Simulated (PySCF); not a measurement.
**Dipole moment and polarisability of `N#C[SiH2]O`**

Species: CH₃NOSi.
Numbering: `[N:1]#[C:2][SiH2:3][OH:4]` (hydrogens: H5, H6 on Si3; H7 on O4)

Geometry (GFN2-xTB, Å), atoms numbered from 1 in this order:
```xyz
7
CH3NOSi angstrom
N      2.515   -0.591    0.258
C      1.454   -0.180    0.124
Si    -0.283    0.496   -0.077
O     -1.317   -0.708   -0.398
H     -0.342    1.308   -1.279
H     -0.580    1.157    1.193
H     -1.442   -1.476    0.152
```

Level: PBE0/def2-SVPD (PySCF), static field, nuclei fixed, core orbitals frozen in the response. The polarisability tensor in these axes (au):

```
x   53.04 -4.47  2.05
y   -4.47 40.21 -0.65
z    2.05 -0.65 37.93
```

Task: Give the principal values, the mean and the anisotropy Δα = √{½[(α1 − α2)² + (α2 − α3)² + (α1 − α3)²]}.

Result: Principal values 37.65, 38.80 and 54.72 au; mean 43.72 au = 6.48 Å³ = 7.21 × 10⁻⁴⁰ C²·m²/J; Δα = 16.52 au (38 % of the mean).

Task: What is the dipole moment, and where does it point?

Result: (-3.04, 0.59, 0.64) D, 3.16 D in size, pointing from the negative to the positive side. Measured along this direction, the outermost atoms are N1 at the negative end and H7 and O4 at the positive end.

Task: Directions of the eigenvectors, and the extent of the frame along each?

Result: Largest value along (0.95, -0.30, 0.13), where the nuclei span 3.67 Å; middle along (0.30, 0.95, 0.00), 2.99 Å; least along (-0.12, 0.04, 0.99), 2.48 Å. The response follows the extents in order.

Task: Molar refractivity from α?

Result: Lorentz–Lorenz: R = (4π/3)N_A α = 2.5225 cm³/(mol·Å³) × 6.48 Å³ = 16.3 cm³/mol, in the limit of long wavelengths.

Task: Form Σ f/ω² (atomic units) for the 8 lowest TDDFT singlets, given as eV and f, and set it beside the mean polarisability, which is this sum over all singlets: 6.82, 0.0019; 7.19, 0.0050; 7.41, 0.0073; 7.59, 0.0005; 7.71, 0.0003; 8.06, 0.0077; 8.40, 0.0502; 8.54, 0.0617.

Result: They add up to 1.45 au, 3.3 % of the 43.72 au; the largest single term is 0.63 au, from the state at 8.54 eV. Terms in order: 0.03, 0.07, 0.10, 0.01, 0.00, 0.09, 0.53, 0.63 au. Higher excitations give the rest. The strengths listed sum to 0.135.

Task: Find the Langevin capture rate constant for NO+ (29.998 u) meeting this molecule (72.998 u), k = 2.342 × 10⁻⁹ cm³/s × √(α in Å³ / reduced mass in u).

Result: The reduced mass is 21.26 u, so k = 1.29 × 10⁻⁹ cm³/s. The formula leaves out the permanent dipole, which adds to the capture rate.

Task: Rayleigh depolarisation ratio (linearly polarised light, static tensor)?

Result: ρ = 3Δα²/(45ᾱ² + 4Δα²) = 819.0/(86030 + 1092.0) = 0.0094.

Isolated species at its GFN2-xTB geometry (one conformer only).

The run behind these numbers computed excited states as well. Hardware: an Arm Neoverse N1 with one thread, shared host. Cost: 14 s of wall time (with the writing of density and orbital grids), 0.45 GiB resident at most.
